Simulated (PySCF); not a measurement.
C₄H₆Cl₃ (doublet state).
Cartesian coordinates in Å at the GFN2-xTB level; atoms count from 1:
```xyz
13
C4H6Cl3 angstrom
C     -1.9119   -0.1452   -0.2349
C     -0.4757   -0.6558   -0.2947
C      0.4659    0.3586   -0.8073
C      1.8375    0.4034   -0.4116
Cl     2.8672    1.3064   -1.5197
Cl     1.9617    1.3380    1.2584
Cl     2.5497   -1.1811   -0.0827
H     -2.5725   -0.9284    0.1276
H     -1.9809    0.7045    0.4392
H     -2.2517    0.1652   -1.2197
H     -0.1467   -0.9988    0.6903
H     -0.4405   -1.5391   -0.9490
H      0.0935    1.1729   -1.4065
```

The hyperfine couplings belong to this conformer and change with its torsions.

Identity: `CC[CH]C(Cl)(Cl)Cl` [radical].

The calculation used UKS B3LYP, pcH-1 on C Cl H, non-relativistic, mean-field spin-orbit, GIAO (PySCF 2.14.0). The structure is a single GFN2-xTB conformer in the gas phase; no vibrational or solvent corrections. The geometry wasn't refined by DFT: couplings that depend on bond lengths, twists or pyramidal angles can differ widely from those at the functional's own minimum. No stability test was run, so a lower SCF solution isn't excluded.

Question: What is the g tensor, term by term?

Answer: 
| Δg (ppm) | 1 | 2 | 3 |
| --- | --- | --- | --- |
| relativistic mass correction | -186 | -186 | -186 |
| gauge correction | 26 | 8 | 9 |
| orbital Zeeman/spin–orbit | -2457 | 405 | 4969 |
| total | -2617 | 227 | 4791 |

So g = 1.99970, 2.00255, 2.00711 and g_iso = 2.00312; the tensor is rhombic: the two nearest values differ by 38 % of g3 − g1. 

Question: At 9.747 GHz, how far is the centre of the isotropic spectrum from where a free electron (g = 2.002319) resonates?

Answer: B = hν/(g μB) with μB/h = 13.99624 MHz/mT gives 347.80 mT for the free electron and 347.66 mT at g_iso, 0.14 mT lower.

Question: How much does each term add to the isotropic shift?

Answer: The orbital-Zeeman/spin–orbit term 972, the mass correction -186 and the gauge correction 14 ppm, for a total of 800 ppm. The orbital-Zeeman/spin–orbit term is the largest in size. The mass correction is the same along every axis, so the anisotropy comes from the other two: their spans along these axes are 18 (gauge) and 7425 ppm (orbital Zeeman/spin–orbit).

Question: What are the electron Larmor frequencies g μB B/h along the three axes at 3350 mT?

Answer: 93.7609, 93.8942, 94.1082 GHz for g1, g2 and g3, a range of 347.3 MHz.

Question: In a frozen sample, at which fields do the three g values resonate at 9.5, 34, 94 and 263 GHz (hyperfine left aside), and which band first spreads them over more than twice a line width of 1.0 mT?

Answer: 
| band | GHz | B(g3) mT | B(g2) mT | B(g1) mT | spread mT |
| --- | --- | --- | --- | --- | --- |
| X | 9.5 | 338.17 | 338.95 | 339.43 | 1.25 |
| Q | 34.0 | 1210.31 | 1213.07 | 1214.79 | 4.48 |
| W | 94.0 | 3346.15 | 3353.77 | 3358.54 | 12.40 |
| J | 263.0 | 9362.09 | 9383.43 | 9396.77 | 34.68 |

The spread grows in proportion to the frequency. Q band is the first where it exceeds 2.0 mT.

The Mulliken spin populations are largest on C3 (+0.89), Cl6 (+0.15) and C2 (-0.07). The positive populations add up to 1.16 and the negative ones to -0.16, together 2S = 1. The angles at C3 add up to 359.6°, so it is planar; its axial dipolar tensor and the negative coupling of its proton fit spin in a p orbital normal to that plane.

The HOMO–LUMO gaps are 5.37 eV among the α and 4.87 eV among the β orbitals.
